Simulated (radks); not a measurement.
Q: The mean radii <r> (bohr) of the occupied orbitals of an atom or ion are listed with their occupations. Calculated with a radial shooting solver on a logarithmic mesh with Libxc functionals: non-relativistic Kohn-Sham, r2SCAN, spin-polarised, spherical densities, point nucleus; meta-GGA in the generalised Kohn-Sham scheme.

| orbital | occ. | <r> |
|---|---|---|
| 1s down | 1 | 0.06158 |
| 1s up | 1 | 0.06158 |
| 2s up | 1 | 0.2820 |
| 2s down | 1 | 0.2814 |
| 2p up | 3 | 0.2484 |
| 2p down | 3 | 0.2477 |
| 3s up | 1 | 0.8388 |
| 3s down | 1 | 0.8435 |
| 3p up | 3 | 0.8713 |
| 3p down | 3 | 0.8774 |
| 3d up | 3 | 0.9545 |

Name the element and its charge. Open shells, if any, are filled with parallel spins first.

A: Z = 25, manganese, charge +4: Mn4+ in [Ar] 3d3. The 1s radius gives Z: for a bare nucleus <r> = 1.5/Z, 0.06 bohr for Z = 25, and screening makes it slightly larger (0.06158 here). The occupations add up to 21, and the charge is Z minus that.
